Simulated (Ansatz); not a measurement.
The same ligand exchange along the group B, Al, In.

Calculated with Ansatz (gas phase, PBE0-D4/def2-TZVP geometries, no zero-point term in ΔE). CBS: MP2 limit from def2 TZ/QZ plus the TZ coupled-cluster correction, frozen cores. This one scheme is used for every species. def2 core potentials past Kr. For In outer-core shells are correlated without core-valence functions, which leaves a few kJ/mol of doubt a bond. One conformer a species, not always the lowest.

(1) Order these by ΔE at CCSD(T)/CBS, lowest first. (Estimate.)
A. `CBCl` + NH₃ → `NBCl` + CH₄
B. `[CH3][AlH][Cl]` + NH₃ → `[NH2][AlH][Cl]` + CH₄
C. `[CH3][InH][Cl]` + NH₃ → `[NH2][InH][Cl]` + CH₄

Largest T1 diagnostic: 0.014, for `[NH2][InH][Cl]`.

Results:

(1) A (-31.0 kcal/mol), B (-23.9 kcal/mol), C (-8.0 kcal/mol).
